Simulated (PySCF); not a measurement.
**Deuteron quadrupole couplings in `C=C(C#N)C[SiH2][SiH2][SiH2]Cl`**

Species: C4H10ClNSi3.
Structure used (GFN2-xTB), in Å, numbered top down from 1:
```
atom  x, y, z in Å
C1     3.1245    0.0936    0.0025
C2     1.8386    0.3146   -0.2742
C3     1.1162    1.2889    0.4533
N4     0.4880    2.0575    1.0296
C5     1.0356   -0.4316   -1.2811
Si6   -0.1464   -1.6938   -0.4334
Si7   -1.7420   -0.6389    0.8935
Si8   -2.6803    1.3349    0.1083
Cl9   -2.0466    1.6316   -1.8105
H10    3.6473    0.6471    0.7637
H11    3.6876   -0.6498   -0.5356
H12    1.7068   -0.9523   -1.9634
H13    0.4364    0.2655   -1.8676
H14   -0.7081   -2.4692   -1.5479
H15    0.7478   -2.6124    0.2914
H16   -2.8217   -1.6170    1.1230
H17   -1.2023   -0.4072    2.2404
H18   -2.3489    2.5596    0.8247
H19   -4.1423    1.2881   -0.0088
```

Level: PBE0/pcSseg-1 (PySCF, non-relativistic); Q(2H) = 0.00286 b; rigid geometry, the same for H and D, with no vibrational averaging.

Problem. Rank these positions by the coupling χzz of a deuteron there, largest first.
A. H13 (methylene hydrogen)
B. H18 (Si–H hydrogen)
C. H12 (methylene hydrogen)
D. H15 (Si–H hydrogen)
E. H11 (vinylic hydrogen)

Solution. E (225 kHz), C (210 kHz), A (204 kHz), B (111 kHz), D (106 kHz).

Problem. What are Vzz, η and χzz (234.96 MHz × Q × Vzz) at all hydrogens?

Solution. 
```csv
atom,bonded to,bond length (Å),Vzz (au),η,χzz (kHz)
H10,C1,1.077,0.3318,0.05,223
H11,C1,1.077,0.3342,0.05,225
H12,C5,1.090,0.3126,0.05,210
H13,C5,1.090,0.3029,0.05,204
H14,Si6,1.469,0.1596,0.01,107
H15,Si6,1.473,0.1575,0.02,106
H16,Si7,1.475,0.1581,0.02,106
H17,Si7,1.469,0.1619,0.02,109
H18,Si8,1.457,0.1646,0.06,111
H19,Si8,1.467,0.1577,0.04,106
```

Problem. Average by the element that carries the hydrogen.

Solution. on C: 215 kHz over 4 positions, mean bond length 1.083 Å; on Si: 107 kHz over 6 positions, mean bond length 1.468 Å.

Problem. How does χzz go with the bond length over the 6 Si–H bonds?

Solution. A straight-line fit has a slope of -2.5 kHz for each 0.01 Å, with a correlation coefficient of -0.81, over lengths from 1.457 to 1.475 Å. The longer bonds have the smaller couplings here.

Problem. A static deuteron (I = 1) shows a doublet split by (3/2)χ, (3/4)χ(1 + η) and (3/4)χ(1 − η) with the field along z, y and x of the gradient. What are these for H13?

Solution. With |χ| = 203.6 kHz and η = 0.054: 305, 161 and 144 kHz, to first order and without motion.

Isolated species at its GFN2-xTB geometry (one conformer only). GFN2-xTB bond lengths can be off by several hundredths of an ångström, more for odd bonds, and the gradients follow them. These gradients aren't converged with respect to the basis.
